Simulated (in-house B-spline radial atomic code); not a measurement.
Ne²⁺ is squeezed into an impenetrable sphere of radius R (the orbitals vanish at R). No spin polarisation. Computed with an all-electron radial atomic-structure program (B-spline basis): scalar-relativistic (X2C) PBE, spherical fractional occupations, Fermi nucleus of rms radius 3.0055 fm.

Energies in eV above the free ion in [He] 2s2 2p4:

| R (bohr) | highest level (eV) | [He] 2s2 2p4 | [He] 2s1 2p5 |
| --- | --- | --- | --- |
| 8.46 | -54.8 | 0 | 23.35 |
| 6.77 | -54.8 | 0 | 23.35 |
| 5.34 | -54.8 | 9.561e-05 | 23.35 |
| 4.44 | -54.8 | 0.002385 | 23.35 |
| 3.7 | -54.8 | 0.03384 | 23.39 |
| 3.07 | -54.4 | 0.3106 | 23.72 |
| 2.76 | -53.9 | 0.9095 | 24.4 |
| 2.1 | -49.1 | 8.723 | 32.8 |
| 1.82 | -42.9 | 22.72 | 47.28 |
| 1.23 | 3.11 | 179.8 | 201.7 |

Q: Does [He] 2s1 2p5 fall below [He] 2s2 2p4 under compression?

A: No, it stays above over the whole range.

The highest level is first positive in the row R = 1.23 bohr, pushed up by confinement above the zero of the free ion's potential. Each configuration is held fixed and needn't be the lowest in the sphere.
